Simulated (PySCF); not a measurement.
Structure from NMR data

An unknown has the formula C7H5F3O. Its calculated NMR data are:

$^{1}$H NMR (400 MHz, computed): δ 7.74 (m, 1H), 7.52 (m, 1H), 7.36 (d, 1H), 7.08 (m, 1H), 4.62 (br s, 1H).

$^{13}$C{$^{1}$H} NMR (computed): δ 163.7 (C), 138.7 (C), 136.3 (CH), 133.5 (C), 123.3 (CH), 123.1 (CH), 115.7 (CH).

Theoretical values (PySCF 2.14.0 with density-fitted response routines): GFN2-xTB geometry, shieldings: GIAO PBE0/pcSseg-1. One computed conformer, non-relativistic Hamiltonian, equivalent nuclei averaged, no solvent.

δ = σ(ref) − σ, references computed at the same level: TMS for $^{1}$H, $^{13}$C.

Q: Which of these isomers gave the spectra?
A. C=CC1=C(OC(F)(F)F)C1=C
B. C=C1C=C(OC(F)(F)F)C1=C
C. FC(F)(F)Oc1ccccc1
D. C=C=C=C(C)C(=O)C(F)(F)F
E. Oc1cccc(C(F)(F)F)c1
F. FC1=C(C(F)F)[C@@H]2C=C[C@H]1O2

A: E. 

- The formula gives 4 degrees of unsaturation (1 ring in the answer).
- 7 carbon signals for 7 carbons: no two carbons are equivalent.
- Carbon types of the structure: 3 × C, 4 × CH, leaving 1 H on heteroatoms.
- δC 163.7: aromatic carbon bearing oxygen; σ withdrawal by the attached heteroatom moves it downfield of the ring CH carbons.
- δC 138.7: substituted aromatic carbon.
- δC 136.3, 123.3, 123.1, 115.7: aromatic CH.
- δC 133.5: CF3 carbon; 3 electronegative neighbours deshield it.
- δH 7.74, 7.52, 7.36, 7.08: hydrogen on an aromatic CH; ring-current deshielding.

The others: FC1=C(C(F)F)[C@@H]2C=C[C@H]1O2 would give 5 signals for carbon-bound and other non-exchanging H, not 4; C=CC1=C(OC(F)(F)F)C1=C would give 5 signals for carbon-bound and other non-exchanging H, not 4; C=C=C=C(C)C(=O)C(F)(F)F would give 2 signals for carbon-bound and other non-exchanging H, not 4; FC(F)(F)Oc1ccccc1 would give 5 carbon signals, not 7; C=C1C=C(OC(F)(F)F)C1=C would give 5 signals for carbon-bound and other non-exchanging H, not 4.

OH and NH positions are those of a molecule without intermolecular hydrogen bonds; in solution they move with solvent, concentration and temperature, and exchange usually removes their couplings. Splittings by $^{19}$F in the carbon and heteronuclear signals aren't shown, as no couplings were computed. Shifts are as computed. Against solution values, carbons near 30 ppm lie about +3 ppm off and those near 130 ppm about +5 ppm. Of 1211 compounds with measured shifts, 218 miss one by over three times the rms of a fit or turn the order of signals round; such compounds aren't used in these exercises. Multiplicities follow the n + 1 count of equivalent neighbours, as no J values were calculated; m marks all less simple cases, F and P coupling included.
